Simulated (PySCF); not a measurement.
Computed shifts of a molecule C4F6, PySCF with PBE/pcSseg-1, GIAO, gas phase, equivalent atoms averaged, in ppm (number of nuclei): ¹⁹F: -151.8 (2), -159.7 (4). ¹³C: 148.2 (2), 127.6 (2). References: ¹⁹F against CFCl3 (σ = 133.6 ppm); ¹³C against TMS (σ = 182.0 ppm), references at their B3LYP-D3(BJ)/def2-TZVP geometries, non-relativistic. Coordinates come from a B3LYP-D3(BJ)/def2-SVP optimisation. One conformer was computed; it need not be the lowest.

Q: Identify the compound among the candidates.
(A) FC(F)=C(F)C(F)=C(F)F
(B) FC(F)(F)C#CC(F)(F)F
(C) FC1=C(F)C(F)(F)C1(F)F

A: C, FC1=C(F)C(F)(F)C1(F)F
